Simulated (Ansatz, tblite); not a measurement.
Forces on GeSe2⁻ at its r2SCAN-D4/def2-TZVPD geometry. The state is a doublet with charge -1.

The xTB rows come from tblite. The structure comes from a short search, and lower isomers may exist.

GFN2-xTB (tblite), largest force 0.84 eV/Å:

```xyz
3
positions Å, forces eV/Å
Ge   -0.524   -0.311    0.116   -0.711   -0.423    0.158
Se   -0.075    1.334    1.578    0.274    0.498    0.319
Se    0.599   -1.023   -1.695    0.438   -0.075   -0.477
```

ωB97X-V/def2-TZVPD (Ansatz), largest force 0.35 eV/Å:

```
Ge 0.250 0.148 -0.055
Se -0.073 -0.254 -0.223
Se -0.176 0.106 0.278
```
